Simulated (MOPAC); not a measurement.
Job for MOPAC: PM6 on FGeH (SMILES [F][GeH]), a point of a bond scan (R = 1.593 Å).

```
PM6 1SCF PRECISE CHARGE=0 THREADS=1
FGeH

Ge    -0.11370409 1    -0.22690637 1     0.28076938 1
H     -0.98451576 1    -1.05346065 1    -0.79917524 1
F      0.45093427 1     0.80875581 1    -0.79046757 1
```

It printed:

```
*******************************************************************************
 **                                                                           **
 **                              MOPAC v23.2.5                                **
 **                                                                           **
 *******************************************************************************
 ** MOPAC's Digital Object Identifier: https://doi.org/10.5281/zenodo.6511958 **
 **                                                                           **
 ** Please cite the open-source release paper for use of this MOPAC version:  **
 ** J. E. Moussa and J. J. P. Stewart (2026)                                  **
 ** MOPAC: An open-source semiempirical molecular orbital program             **
 ** J. Open Source Softw., 11(119), 8025, https://doi.org/10.21105/joss.08025 **
 *******************************************************************************

                              PM6 CALCULATION RESULTS

 *******************************************************************************
 *  PM6        - The PM6 Hamiltonian to be used
 *
 *
 *
 *                 CHARGE ON SYSTEM = 0
 *
 *
 *
 *  PRECISE    - TIGHTER CRITERIA TO BE USED
 *  1SCF       - DO 1 SCF AND THEN STOP
 *  THREADS=1  - MULTI-THREADING NOT USED
 *  T=         - A TIME OF 172800.0 SECONDS REQUESTED
 *  DUMP=N     - RESTART FILE WRITTEN EVERY 7200.0 SECONDS REQUESTED
 *******************************************************************************
PM6 1SCF PRECISE CHARGE=0 THREADS=1
 FGeH

   ATOM   CHEMICAL          X               Y               Z
  NUMBER   SYMBOL      (ANGSTROMS)     (ANGSTROMS)     (ANGSTROMS)

     1      Ge         -0.11370409  *  -0.22690637  *   0.28076938  *
     2       H         -0.98451576  *  -1.05346065  *  -0.79917524  *
     3       F          0.45093427  *   0.80875581  *  -0.79046757  *



          CARTESIAN COORDINATES

    NO.       ATOM           X           Y           Z

     1        Ge         -0.1137     -0.2269      0.2808
     2         H         -0.9845     -1.0535     -0.7992
     3         F          0.4509      0.8088     -0.7905

 General Reference for PM6:
 "Optimization of Parameters for Semiempirical Methods V: Modification of NDDO Approximations
 and Application to 70 Elements", J. J. P. Stewart, J. Mol. Mod., 13, 1173-1213 (2007)
 URL: https://link.springer.com/article/10.1007/s00894-007-0233-4

           Empirical Formula: H Ge F  =     3 atoms



      MOLECULAR POINT GROUP   :   Cs


      RHF CALCULATION, NO. OF DOUBLY OCCUPIED LEVELS = 6


 -------------------------------------------------------------------------------
 PM6 1SCF PRECISE CHARGE=0 THREADS=1
 FGeH



     1SCF WAS SPECIFIED, SO BFGS WAS NOT USED
     SCF FIELD WAS ACHIEVED


                              PM6 CALCULATION
                                                       MOPAC v23.2.5 Linux




          FINAL HEAT OF FORMATION =        -14.28063 KCAL/MOL =     -59.75015 KJ/MOL


          COSMO AREA              =         82.52 SQUARE ANGSTROMS
          COSMO VOLUME            =         68.66 CUBIC ANGSTROMS

          IONIZATION POTENTIAL    =          8.373066 EV
          HOMO LUMO ENERGIES (EV) =         -8.373 -1.131
          NO. OF FILLED LEVELS    =          6
          MOLECULAR WEIGHT        =         92.5963         POINT GROUP:  Cs

          MOLECULAR DIMENSIONS (Angstroms)

            Atom       Atom       Distance
            F     3    H     2     2.35126
            H     2   Ge     1     1.09135
            F     3    H     2     0.00000


          SCF CALCULATIONS        =          1





   ATOM   CHEMICAL          X               Y               Z
  NUMBER   SYMBOL      (ANGSTROMS)     (ANGSTROMS)     (ANGSTROMS)

     1      Ge         -0.11370409  *  -0.22690637  *   0.28076938  *
     2       H         -0.98451576  *  -1.05346065  *  -0.79917524  *
     3       F          0.45093427  *   0.80875581  *  -0.79046757  *

                             CARTESIAN COORDINATES

   1   Ge       -0.113704090    -0.226906370     0.280769380
   2    H       -0.984515760    -1.053460650    -0.799175240
   3    F        0.450934270     0.808755810    -0.790467570


           Empirical Formula: H Ge F  =     3 atoms



      MOLECULAR POINT GROUP   :   Cs


                  EIGENVALUES
 -38.85082 -17.44136 -15.24706 -14.66655 -12.25311  -8.37307  -1.13094   1.33824
   3.16907


              NET ATOMIC CHARGES AND DIPOLE CONTRIBUTIONS

  ATOM NO.   TYPE          CHARGE      No. of ELECS.   s-Pop       p-Pop
    1         Ge           0.567193        3.4328     1.74281     1.69000
    2          H          -0.088219        1.0882     1.08822
    3          F          -0.478974        7.4790     1.94210     5.53688
 DIPOLE           X         Y         Z       TOTAL
 POINT-CHG.    -0.930    -2.032     2.922     3.679
 HYBRID        -0.212     0.425    -2.481     2.526
 SUM           -1.142    -1.608     0.441     2.021


          ATOMIC ORBITAL ELECTRON POPULATIONS

     Atom    s        px        py        pz
    1 Ge   1.74281   0.34907   0.37839   0.96254
    2  H   1.08822
    3  F   1.94210   1.88762   1.81788   1.83137

 **********************
 *                    *
 * JOB ENDED NORMALLY *
 *                    *
 **********************




 == MOPAC DONE ==
```

The run finished.

Cost: about 0.03 core-seconds (a rough figure).
